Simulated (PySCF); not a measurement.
Species: C6H12BNO.
InChI=1S/C6H12BNO/c1-9(2)7(5-8)6-3-4-6/h6-7H,3-4H2,1-2H3/t7-/m1/s1

Torsions of this conformer, `[CH3:1][O+:2]([CH3:3])[B@H-:4]([C:5]#[N:6])[CH:7]1[CH2:8][CH2:9]1`: C1–O2–B4–C5 55°, O2–B4–C7–C8 -154°.

The closed-shell ground state was solved at several levels (PySCF, density fitting, gas phase, non-relativistic). The structure is a single PBE0-D3(BJ)/def2-SVP conformer in the gas phase; no vibrational or solvent corrections.

| level | basis functions | HOMO (eV) | LUMO (eV) | gap (eV) | dipole (D) |
| --- | --- | --- | --- | --- | --- |
| wB97X-D/def2-SVPD | 279 | -9.83 | 1.75 | 11.58 | 7.01 |
| PBE/pcSseg-1 | 213 | -6.58 | -0.76 | 5.82 | 6.89 |

Problem. What might PBE0/pcSseg-1 (213 basis functions) give for the same quantities?

Solution. HOMO -7.90 eV, LUMO 0.29 eV, gap 8.19 eV, dipole 7.07 D.

Problem. Over all these levels, which gives the widest orbital gap and which the narrowest?

Solution. wB97X-D/def2-SVPD (range-separated hybrid) has the widest, 11.58 eV, and PBE/pcSseg-1 (GGA) the narrowest, 5.82 eV. Functional and basis both differ between the two, so the spread mixes both effects.

Problem. How far do the dipole and the HOMO energy spread over the levels?

Solution. The dipole runs from 6.89 to 7.07 D (mean 6.99 D) and the HOMO from -9.83 to -6.58 eV.
